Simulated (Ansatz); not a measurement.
The first iterations of a band of H2O + H5NOSi (11 atoms, charge 0, multiplicity 1).

The calculation used Ansatz 0.2.0, RKS BLYP/def2-SVP.

```
movable images  : 8
climbing image  : no
spring          : 5.0 eV/Å²
optimiser       : quadratic models (default)
start path      : through a guess of the saddle point
force threshold : 0.05 eV/Å
iteration limit : 60
end points      : relaxed
```

Initial state:

```xyz
11
Properties=species:S:1:pos:R:3
Si -0.142 0.235 0.026
N -0.051 -0.006 1.775
H -0.918 -0.220 2.283
H 0.491 0.678 2.316
H 1.252 0.367 -0.464
O -0.895 1.656 -0.492
H -1.868 1.672 -0.440
H -0.900 -0.953 -0.484
O 1.511 -2.406 1.097
H 0.768 -3.029 0.973
H 1.072 -1.663 1.579
```

Final state:

```xyz
11
Properties=species:S:1:pos:R:3
Si 0.107 -0.616 -0.816
N -0.486 0.224 2.500
H -1.437 0.014 2.837
H 0.006 0.673 3.286
H 0.826 -0.494 -2.126
O 0.065 0.907 -0.151
H -0.231 0.879 0.809
H -1.243 -1.243 -1.000
O 0.888 -1.735 0.205
H 1.850 -1.591 0.279
H -0.025 -0.688 2.345
```

| iteration | highest image above the first end (eV) | largest band force component (eV/Å) |
| --- | --- | --- |
| 1 | 50.699 | 259.366 |
| 2 | 10.914 | 54.334 |
| 3 | 6.194 | 34.755 |
| 4 | 2.169 | 15.731 |
| 5 | 1.445 | 7.886 |
| 6 | 1.448 | 3.379 |
| 7 | 1.298 | 1.616 |
| 8 | 1.081 | 1.090 |
| 9 | 0.935 | 0.710 |
| 10 | 0.879 | 0.990 |
| 11 | 0.834 | 0.561 |
| 12 | 0.760 | 0.642 |
| 13 | 0.719 | 0.179 |
| 14 | 0.700 | 0.215 |
| 15 | 0.689 | 0.169 |
| 16 | 0.724 | 0.158 |
| 17 | 0.744 | 0.171 |
| 18 | 0.758 | 0.188 |
| 19 | 0.762 | 0.173 |

Task: Does the band converge within its limit, and where does its top end?

Result: The forces met the threshold. It ended after 57 iterations with the highest image 0.250 eV above the first end. The profile has 3 maxima (images 2, 5, 8) with wells between them (images 4, 7): this band takes more than one step, which may be the mechanism or a detour left from its start path. No image climbed, so the highest image needn't sit at the top of the path. The orbitals stay closed-shell, which can raise the energy where a bond breaks towards radicals; this wasn't checked here.

Run time: 11 min on 2 threads of Arm Neoverse V2, with other jobs on the host, peak memory 0.12 GiB.
